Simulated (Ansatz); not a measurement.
Two isomers of CH9BOSi2: A = `C[SiH2]BO[SiH3]`, B = `CBO[SiH2][SiH3]`.

Calculated with Ansatz (gas phase, PBE0-D4/def2-TZVP geometries, no zero-point term in ΔE). CCSD(T)/CBS adds triple-zeta CCSD(T) − MP2 to the extrapolated MP2 energy (def2 sets, frozen cores). DFT in def2-TZVPP. B3LYP here is the variant with VWN-RPA as its local correlation; programs differ in this. Each species was taken in one conformer, which may not be the lowest.

**Question.** Which is lower in electronic energy at CCSD(T)/CBS, and by how much? (Best estimate.)

**Answer.** The calculation gave: B, by 31.3 kJ/mol.

**Question.** Give E(B) − E(A) in kJ/mol with PBE-D4, ωB97M-V, HF/def2-TZVPP, MP2/def2-TZVPP, CCSD(T)/def2-TZVPP, B3LYP-D4, CCSD/def2-TZVPP. (Estimate.)

**Answer.** The calculation gave: PBE-D4 -38.8, ωB97M-V -32.0, HF/def2-TZVPP -27.2, MP2/def2-TZVPP -29.1, CCSD(T)/def2-TZVPP -30.5, B3LYP-D4 -35.0, CCSD/def2-TZVPP -30.1. None reverses the order clearly.

Largest T1 diagnostic: 0.013.

The D4 term adds −4.7 kJ/mol with B3LYP and −2.8 kJ/mol with PBE0; it sums over pairs of atoms, weighted by their polarisabilities, and B3LYP, whose exchange is more repulsive, gets the larger term.
